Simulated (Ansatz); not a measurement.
n-GeGeGeSiGeGeH14 (SiGe5H14), relaxed as a singlet with RKS PBE-D4/def2-SVP in Ansatz, starting from the GFN2-xTB geometry. Force threshold 0.03 eV/Å.

Start:

```xyz
20

Ge   -0.925    2.548   -0.994
Ge   -0.541    1.748    1.212
Ge   -1.554   -0.341    1.834
Si   -0.861   -2.235    0.620
Ge    1.407   -1.963    0.055
Ge    1.978   -0.577   -1.799
H    -0.972    1.452   -2.022
H     0.117    3.504   -1.491
H    -2.231    3.269   -1.153
H     0.961    1.625    1.399
H    -0.874    2.850    2.197
H    -1.335   -0.503    3.325
H    -3.060   -0.162    1.795
H    -1.069   -3.466    1.387
H    -1.658   -2.338   -0.610
H     2.200   -1.441    1.238
H     2.092   -3.297   -0.163
H     2.033    0.887   -1.467
H     0.989   -0.671   -2.928
H     3.303   -0.887   -2.433
```

| step | energy (eV) | largest force component (eV/Å) | SCF passes |
| --- | --- | --- | --- |
| 1 | -290611.9129 | 0.931 | 17 |
| 2 | -290612.3317 | 0.248 | 17 |
| 3 | -290612.3729 | 0.118 | 18 |
| 4 | -290612.3892 | 0.030 | 18 |
| 5 | -290612.3957 | 0.088 | 17 |
| 6 | -290612.3986 | 0.103 | 18 |
| 7 | -290612.4005 | 0.095 | 18 |
| 8 | -290612.4024 | 0.059 | 18 |
| 9 | -290612.4043 | 0.038 | 18 |
| 10 | -290612.4066 | 0.092 | 16 |
| 11 | -290612.4079 | 0.060 | 18 |
| 12 | -290612.4099 | 0.007 | 18 |
| 13 | -290612.4107 | 0.022 | 18 |
| 14 | -290612.4110 | 0.032 | 18 |
| 15 | -290612.4112 | 0.030 | 18 |
| 16 | -290612.4114 | 0.014 | 12 |

Force components are those of the run's own axes.

End:

```xyz
20

Ge   -1.0715    2.2849   -1.0641
Ge   -0.4035    1.8265    1.2376
Ge   -1.4831   -0.2285    1.9966
Si   -0.9563   -1.9766    0.4459
Ge    1.4117   -2.0107    0.0564
Ge    2.1026   -0.4854   -1.7193
H    -1.0485    0.9704   -1.8897
H    -0.1247    3.3099   -1.7429
H    -2.5191    2.8463   -1.0887
H     1.1370    1.6288    1.3131
H    -0.7740    3.0288    2.1510
H    -0.9636   -0.6157    3.4115
H    -3.0205   -0.0092    2.0927
H    -1.4117   -3.3130    0.9758
H    -1.6699   -1.7235   -0.8578
H     2.1572   -1.6361    1.3701
H     1.8672   -3.4453   -0.3396
H     1.9064    0.9937   -1.2936
H     1.2618   -0.7448   -2.9972
H     3.6026   -0.7006   -2.0578
```

By distances, no bond broke or formed. The bond that changes most is Ge1–Ge2, from 2.38 to 2.44 Å (atoms count from 1).

The force fell under the threshold at step 4, but the optimiser went on and released 0.022 eV more. No frequencies were taken in this run, so the end may be a saddle point.

Hardware: 4 threads of Arm Neoverse V1 on a shared host. Wall time 72 s, peak host memory 0.55 GiB.
